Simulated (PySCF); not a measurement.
## Field gradients at the hydrogen positions

Species: C7H11FOSi.
Structure used (GFN2-xTB), in Å, numbered top down from 1:
```
atom  x, y, z in Å
C1     4.184   -0.053   -0.486
C2     2.762   -0.301   -0.544
C3     1.576   -0.504   -0.578
C4     0.195   -0.763   -0.653
C5    -0.672   -0.425    0.308
C6    -2.133   -0.736    0.115
C7    -2.898    0.463   -0.440
F8    -3.029    1.451    0.515
Si9   -0.115    0.443    1.896
O10   -1.385    0.713    2.871
H11    4.729   -0.998   -0.498
H12    4.432    0.487    0.427
H13    4.497    0.541   -1.345
H14   -0.132   -1.270   -1.558
H15   -2.584   -1.025    1.066
H16   -2.261   -1.558   -0.594
H17   -3.917    0.187   -0.732
H18   -2.373    0.916   -1.286
H19    0.699   -0.447    2.716
H20    0.558    1.694    1.539
H21   -2.140    1.204    2.551
```

Level: PBE0/pcSseg-1 (PySCF, non-relativistic); Q(2H) = 0.00286 b; rigid geometry, the same for H and D, with no vibrational averaging.

Problem. Rank these positions by the coupling χzz of a deuteron there, largest first.
A. H16 (methylene hydrogen)
B. H19 (Si–H hydrogen)
C. H11 (methyl hydrogen)
D. H17 (methylene hydrogen)
E. H20 (Si–H hydrogen)
F. H14 (vinylic hydrogen)

Solution. F (211 kHz), C (207 kHz), A (202 kHz), D (194 kHz), B (111 kHz), E (107 kHz).

Problem. Give the electric field gradient Vzz (the principal value of largest size), its asymmetry and the 2H coupling at each hydrogen.

Solution. 
```
atom  bonded to  bond length (Å)  Vzz (au)     η  χzz (kHz)
 H11         C1            1.090    0.3076  0.02        207
 H12         C1            1.090    0.3082  0.02        207
 H13         C1            1.090    0.3078  0.02        207
 H14         C4            1.087    0.3137  0.07        211
 H15         C6            1.092    0.2994  0.02        201
 H16         C6            1.093    0.3003  0.02        202
 H17         C7            1.095    0.2883  0.08        194
 H18         C7            1.094    0.2866  0.08        193
 H19        Si9            1.458    0.1655  0.01        111
 H20        Si9            1.465    0.1591  0.02        107
 H21        O10            0.956    0.4950  0.06        333
```

Problem. Average by the element that carries the hydrogen.

Solution. on C: 203 kHz over 8 positions, mean bond length 1.092 Å; on Si: 109 kHz over 2 positions, mean bond length 1.461 Å; on O: 333 kHz over 1 position, mean bond length 0.956 Å.

Geometry: GFN2-xTB, one conformer, isolated molecule. GFN2-xTB frequencies show an imaginary mode (38i cm⁻¹), so this geometry is no minimum at that level. GFN2-xTB bond lengths can be off by several hundredths of an ångström, more for odd bonds, and the gradients follow them. These gradients aren't converged with respect to the basis.
